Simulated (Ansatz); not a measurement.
`C[CH2][In]([F])[F]` + `S=CS` → `CCSC=S` + `[F][InH][F]`  (substitution at a C–In bond)

Calculated with Ansatz (gas phase, PBE0-D4/def2-TZVP geometries, no zero-point term in ΔE). CCSD(T)/CBS is the MP2 limit (def2-TZVPP, def2-QZVPP) plus CCSD(T) − MP2 in def2-TZVPP, frozen cores. DFT in def2-TZVPP. Elements past krypton have def2 core potentials. For In outer-core shells are correlated without core-valence functions, which leaves a few kJ/mol of doubt a bond. Each species was taken in one conformer, which may not be the lowest.

```tsv
species	PBE0 energy (Eh)
`C[CH2][In]([F])[F]`	-468.93511
`S=CS`	-835.38593
`CCSC=S`	-913.94478
`[F][InH][F]`	-390.36854
```

Q: Work out ΔE.

A: ΔE = (-913.94478) + (-390.36854) − (-468.93511) − (-835.38593) = 0.00772 Eh = +20.3 kJ/mol. CCSD(T)/CBS gives +25.0 kJ/mol.

Largest T1 diagnostic among the species: 0.018.

The D4 term adds −4.5 kJ/mol with B3LYP and −2.6 kJ/mol with PBE0; it sums over pairs of atoms, weighted by their polarisabilities, and B3LYP, whose exchange is more repulsive, gets the larger term. In def2-TZVPP, CCSD(T) changes the Hartree–Fock value by +7.2 kJ/mol (the triples alone add −0.8 kJ/mol) and MP2 by +8.9 kJ/mol.

B3LYP here is the variant with VWN-RPA as its local correlation; programs differ in this.
